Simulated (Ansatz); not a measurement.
Species: sum formula H₉Si₃NO, charge 0, multiplicity 1. SMILES: [SiH2](O[SiH3])N[SiH3]
Coordinates optimised at B3LYP-D3(BJ)/def2-TZVP (Ansatz, a program for electronic structure):
```xyz
14

Si    -0.0666     0.1478    -0.9932
N     -1.4849     0.6675    -0.1787
Si    -2.6356    -0.2945     0.6896
O      1.2075    -0.0172     0.0208
Si     2.8036    -0.1336     0.3476
H     -0.3411    -1.1708    -1.5974
H      0.2827     1.1633    -2.0112
H     -1.5911     1.6697    -0.0922
H     -4.0198    -0.0034     0.2440
H     -2.3065    -1.7098     0.4143
H     -2.5799    -0.0547     2.1528
H      3.0111     0.1214     1.7896
H      3.5634     0.8641    -0.4430
H      3.2963    -1.4897     0.0120
```

Computed values are from Ansatz. Cores are frozen in the correlated levels unless marked. Open shells are spin-unrestricted. No spin-orbit coupling. Non-relativistic. CBS(X,Y): correlation extrapolated as X^-3; Hartree-Fock from the larger set. The bracket is a focal-point correction in the basis named.

| Quantity | Value |
|---|---|
| atomisation energy De | 1124.8 kcal/mol at CCSD(T)/CBS(cc-pV(T+d)Z,cc-pV(Q+d)Z) |
| vertical ionisation energy (to the doublet) | 10.20 eV at RI-MP2/CBS(aug-cc-pV(T+d)Z,aug-cc-pV(Q+d)Z)+[CCSD(T)-MP2]/aug-cc-pV(T+d)Z |
| vertical triplet-singlet gap | 6.38 eV at RI-MP2/CBS(aug-cc-pV(T+d)Z,aug-cc-pV(Q+d)Z)+[CCSD(T)-MP2]/aug-cc-pV(T+d)Z |
| total energy | -1002.6445 Eh at CCSD(T)/CBS(cc-pV(T+d)Z,cc-pV(Q+d)Z) |
| dipole moment | 0.88 D at CCSD(T)/aug-cc-pV(D+d)Z |
| T1 diagnostic | 0.011 at CCSD/cc-pV(Q+d)Z |
